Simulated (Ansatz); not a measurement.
`Cl[Si](Cl)(I)I` → I• + `Cl[Si](Cl)I`•  (homolysis of the I–Si bond)

Program: Ansatz. Geometries: PBE0-D4/def2-TZVP. ΔE: electronic, gas phase. CBS: MP2 limit from def2 TZ/QZ plus the TZ coupled-cluster correction, frozen cores. Functionals use def2-TZVPP. B3LYP here is the variant with VWN-RPA as its local correlation; programs differ in this. Open shells (•) are unrestricted, without spin–orbit coupling. Spin–orbit coupling would lower the free atoms: strongly for I. def2 core potentials past Kr. For I outer-core shells are correlated without core-valence functions, so the limit isn't a true one: a few kJ/mol of doubt a bond, and 10 to 20 or more in all where bonds break to atoms.

```
             level  ΔE (eV)  difference from CCSD(T)/CBS
         revPBE-D4     3.16                        -0.35
           PBE0-D4     3.28                        -0.23
      CAM-B3LYP-D4     3.12                        -0.39
               PBE     3.13                        -0.38
            r2SCAN     3.15                        -0.36
              PBE0     3.16                        -0.35
             B3LYP     2.90                        -0.61
           LC-ωPBE     3.12                        -0.39
RPA@PBE/def2-TZVPP     2.89                        -0.62
       HF/def2-SVP     2.07                        -1.44
  CCSD(T)/def2-SVP     2.95                        -0.56
SCS-MP2/def2-TZVPP     3.38                        -0.13
CCSD(T)/def2-TZVPP     3.24                        -0.27
     HF/def2-QZVPP     2.12                        -1.39
    MP2/def2-QZVPP     3.71                         0.20
SCS-MP2/def2-QZVPP     3.54                         0.03
       CCSD(T)/CBS     3.51                            0
```

Largest T1 diagnostic among the species: 0.012.

At CCSD(T), def2-SVP lies −0.57 eV from the extrapolated value and def2-TZVPP −0.27 eV: correlation converges slowly with the basis, and small sets miss more of it in the bonded molecule than in its fragments. From BLYP to BHLYP (50 % exact exchange), in def2-TZVPP and without D4, ΔE moves by +0.14 eV.

CCSD(T)/CBS has its own doubt, a few kJ/mol and more with outer-core shells, so smaller differences from it don't rank the levels.
